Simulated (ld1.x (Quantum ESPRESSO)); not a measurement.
# Pr (Z = 59), TM semilocal: configuration errors across variants

Pr, norm-conserving Troullier–Martins (semilocal form), made with ld1.x (Quantum ESPRESSO) 7.5 (PBE, scalar-relativistic). Core [Kr] 4d10, reference 4f3 5s2 5p6 5d0 6s2 6p0. Waves: 5s (bound): rc 1.50 bohr; 5d (bound, empty): rc 2.75 bohr; 4f (bound): rc 1.25 bohr; 5p (bound): rc 2.90 bohr. Local part: the p channel. Core correction: none.

Occupied shells without a wave of their own: 6s. They enter only through the test configuration that unscreens the potential.

All-electron excitation energies from the reference (eV): (1) 4f3 5s2 5p6 5d0 6s1 6p0 5.721; (2) 4f3 5s2 5p6 5d0 6s0 6p0 16.346; (3) 4f2 5s2 5p6 5d0 6s0 6p0 37.925; (4) 4f2 5s2 5p6 5d1 6s2 6p0 1.139; (5) 4f3 5s2 5p6 5d0 6s1.5 6p0 2.282; (6) 4f3 5s2 5p6 5d1 6s0 6p0 6.646.

In the semilocal form every listed channel keeps its own potential, so the choice of the local channel does not act on these tests. It acts once the file is put into the separable form.

A semilocal file is local in each channel, so a ghost entry of none says nothing of the separable form that plane-wave codes build from it.

On the changes marked as counting shells twice: ld1.x takes every shell without a wave as core, so the model core holds the marked electrons as well and exchange and correlation see them twice. This cancels in the reference configuration, but the file is broken for other ones, and its errors say nothing about a proper core correction.

Tests that are not counted but printed errors over 1 eV. “base”: 4f4 5s2 5p6 5d0 6s0 6p0 (pseudo-atom not self-consistent, printed error -776 eV). “wave 4f (bound): rc 1.25 bohr becomes 4f (bound): rc 0.82 bohr”: 4f3 5s2 5p6 5d0 6s1.5 6p0 (solver errors, printed error -14.1 eV). “wave 5d (bound): rc 2.75 bohr becomes 5d (bound): rc 3.44 bohr”: 4f4 5s2 5p6 5d0 6s0 6p0 (pseudo-atom not self-consistent, printed error -769 eV). “core correction a·sin(br)/r model core inside 1.04 bohr (6s counted twice)”: 4f4 5s2 5p6 5d0 6s0 6p0 (solver errors, printed error -1132 eV). “local potential the d channel”: 4f4 5s2 5p6 5d0 6s0 6p0 (pseudo-atom not self-consistent, printed error -775 eV).

3 further variants failed, have other tests or another functional or relativity, and are left out.

Errors AE − PS in meV (a dash: test not solved or not reliable):

```tsv
change	(1)	(2)	(3)	(4)	(5)	(6)	bound ghosts
base	-46	-124	+26	+92	-20	-85	none
wave 4f (bound): rc 1.25 bohr becomes 4f (bound): rc 0.82 bohr	-47	-127	-27	+31	–	-85	none
wave 5d (bound): rc 2.75 bohr becomes 5d (bound): rc 3.44 bohr	-46	-124	+26	+75	-20	-82	none
local potential the f channel	-46	-124	+26	+92	-20	-85	none
wave 5s (bound): rc 1.50 bohr becomes 5s (bound): rc 1.52 bohr	-48	-130	+16	+93	-21	-89	none
wave 5p (bound): rc 2.90 bohr becomes 5p (bound): rc 4.12 bohr	-47	-135	-32	+73	-20	-90	none
core correction a·sin(br)/r model core inside 1.04 bohr (6s counted twice)	-176	-671	-730	-29	-50	-357	none
local potential the d channel	-46	-124	+26	+92	-20	-85	none
```

Task: Give the same row for: all radii scaled by about 1.08 (s 1.62, p 3.14, d 2.98, f 1.36 bohr).

Result: -59, -158, -1.7, +125, -25, -107; bound ghosts: none. Not counted: 4f4 5s2 5p6 5d0 6s0 6p0 (pseudo-atom not self-consistent, printed error -721 eV).
